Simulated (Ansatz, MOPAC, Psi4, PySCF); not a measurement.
Species: CH₂NO (charge +1, singlet). SMILES: [NH2+]=C=O
Coordinates optimised at B3LYP-D3(BJ)/def2-TZVP (Ansatz, a program for electronic structure):
```xyz
5

N     -1.0662     0.2609     0.2152
C      0.1427    -0.0349    -0.0288
O      1.2156    -0.2974    -0.2454
H     -1.6361    -0.3425     0.8095
H     -1.4816     1.1053    -0.1801
```
Charge +1, spin multiplicity 1.

Wanted: vertical ionisation energy to the doublet, in eV. Set-up: six Cartesian d functions in 6-31G* and its kin unless marked 5d; each state is the SCF solution reached for its charge and spin; non-relativistic; UHF or UKS for open shells; spin-orbit terms left out; valence correlation only; dispersion terms only where a functional's name holds one; PM7 with its own dispersion and hydrogen-bond terms; 6-311+G** with 5d. Ab initio and DFT rows: single points at B3LYP-D3(BJ) geometries (Ansatz). Semi-empirical rows: differences of heats of formation at the shared geometry for vertical values. A UHF reference is markedly spin-contaminated in at least one set, which strains HF and MP2.

| level | program | vertical ionisation energy to the doublet (eV) |
|---|---|---|
| AM1 | MOPAC | 18.48 |
| PM3 | MOPAC | 17.41 |
| PM7 | MOPAC | 17.78 |
| MNDO | MOPAC | 18.52 |
| HF/6-31G* | Ansatz | 18.83 |
| PBE/6-31G* | Ansatz | 20.06 |
| B3LYP/3-21G | Ansatz | 20.19 |
| B3LYP/6-31G* | Ansatz | 20.18 |
| B3LYP/6-311+G** | Ansatz | 20.22 |
| M06-2X/6-31G* (5d) | PySCF | 20.37 |
| wB97X-D/6-31G* | Psi4 | 20.22 |
| MP2/6-31G* | Ansatz | 20.48 |
| MP2/6-311+G** | Ansatz | 20.57 |
| PBE0/def2-TZVPD | Ansatz | 20.13 |

No value to compare with is used here. The 13 habitual levels span 17.41 (PM3) to 20.57 eV (MP2/6-311+G**); PBE0/def2-TZVPD gives 20.13.

The levels are drawn from those run, B3LYP/6-31G* more often than the rest, none by its result; runs whose electronic state is in doubt are left out.
